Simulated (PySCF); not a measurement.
Ta(O)(OH)(NH2)2 (H₅N₂O₂Ta), SMILES [O]=[Ta]([OH])([NH2])[NH2], multiplicity 1. Atoms are numbered in the order given.

```xyz
10

Ta    -0.0351     0.0149     0.0000
O     -1.7443    -0.2036     0.0000
O      0.5282     1.8512     0.0000
H      0.0973     2.7087     0.0000
N      0.6331    -0.8790    -1.6459
H      0.0612    -1.4229    -2.2857
H      1.6036    -0.9115    -1.9477
N      0.6331    -0.8790     1.6459
H      0.0612    -1.4229     2.2857
H      1.6036    -0.9115     1.9477
```

Geometry: PBE0-D3(BJ)/def2-SVP. The spin state was assumed, not searched. The structure was generated by enumeration; whether it is a known compound was not checked. The def2 effective core potentials stand for the cores of Ta; spin–orbit coupling is left out. One conformer was computed; it need not be the lowest.

Method: PBE/def2-TZVP (PySCF).

ESP charges are fitted to the potential on shells at 1.4 to 2.0 van der Waals radii. Atomic charges (e):

```
atom  Löwdin  ESP fit  Mulliken
----  ------  -------  --------
Ta1     0.59     1.72      1.23
O2     -0.29    -0.63     -0.48
O3     -0.30    -0.75     -0.63
H4      0.16     0.40      0.33
N5     -0.39    -1.23     -0.70
H6      0.15     0.43      0.25
H7      0.15     0.43      0.23
N8     -0.39    -1.23     -0.70
H9      0.15     0.43      0.25
H10     0.15     0.43      0.23
```
